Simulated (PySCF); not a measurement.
C5H10SSi.
Structure used (GFN2-xTB), in Å, numbered top down from 1:
```xyz
17
C5H10SSi angstrom
C     -0.470    1.723   -1.463
C     -1.064    0.772   -0.767
C     -0.878   -0.696   -1.013
C     -0.164   -1.313    0.156
C     -0.759   -1.908    1.174
S      1.623   -1.197    0.106
Si     1.953    0.664    1.122
H      0.185    1.495   -2.289
H     -0.621    2.768   -1.248
H     -1.718    1.019    0.060
H     -0.292   -0.853   -1.920
H     -1.854   -1.175   -1.127
H     -1.832   -2.010    1.215
H     -0.199   -2.323    1.993
H      2.076    1.734    0.141
H      3.195    0.447    1.848
H      0.812    0.865    2.003
```

Mayer bond orders were computed from the PBE0/pcSseg-1 density (PySCF). One conformer (not necessarily the lowest) at the GFN2-xTB geometry, without solvent, vibrations or thermal averaging.

Task: Rank these bonds by Mayer order, highest first.
A. C4–C5
B. C3–C4
C. C4–S6
D. S6–Si7

Result: A (1.92), C (1.08), B (0.98), D (0.92).

Task: Set the orders of all bonds between heavy atoms beside their lengths and the difference of the IAO charges at their ends.

Result: 
```csv
bond,Mayer order,length (Å),q(first) − q(second) (e)
C1–C2,1.970,1.320,-0.185
C4–C5,1.915,1.321,+0.254
C4–S6,1.076,1.792,+0.101
C2–C3,1.017,1.500,+0.138
C3–C4,0.980,1.502,-0.199
S6–Si7,0.916,2.146,-0.727
```

Mayer orders depend on the basis set.

The run behind these numbers computed NMR shieldings as well. The run took 33 s wall on Arm Neoverse V1, one thread (shared host), and the process peaked at 0.84 GiB of memory.
